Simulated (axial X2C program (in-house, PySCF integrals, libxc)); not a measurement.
**Which molecule has these constants?**

Computed with an in-house all-electron X2C program for linear molecules (integrals from PySCF), spin-free (one-electron X2C) or two-component (2c: spin–orbit coupling with atomic mean-field Coulomb and Gaunt terms, which also bring small scalar terms), in Dyall basis sets with cores contracted in-house; open shells are unrestricted.

A two-component PBE0 calculation in a Dyall 3-zeta basis gave Re = 2.642 Å, ωe = 276.8 cm⁻¹, De = 1.07 eV, dipole magnitude 8.05 D, Ω = 1.

Problem. Which molecule is it?
A. PdN
B. RbN
C. NbN
D. YN
E. InN

Solution. B. The others have NbN 1.636 Å and 1120.8 cm⁻¹ (Ω = 1); YN 1.756 Å and 869.0 cm⁻¹ (Ω = 0); InN 2.210 Å and 444.9 cm⁻¹ (Ω = 1); PdN 1.796 Å and 636.5 cm⁻¹ (Ω = 3/2).

Each entry is the lowest single determinant of a limited PBE0 search at one distance. De goes to single-determinant-based atoms at the same level (for ions the charge split of lowest energy) and is withheld (n/a) where an atom does not fit its ground term or J level. Main or longest-lived isotopes. One determinant is a doubtful description, or other states lie close, for RbN, NbN, YN, InN, PdN; these need not be ground states, and all values refer to the states named. Some open-shell Ω = 0 determinants are out of reach, so the Ω given for RbN, InN need not be the lowest component. With several unpaired electrons the Ω given is that of one determinant, not necessarily of the lowest component. The functionals have no current term, which raises determinants with orbital currents.
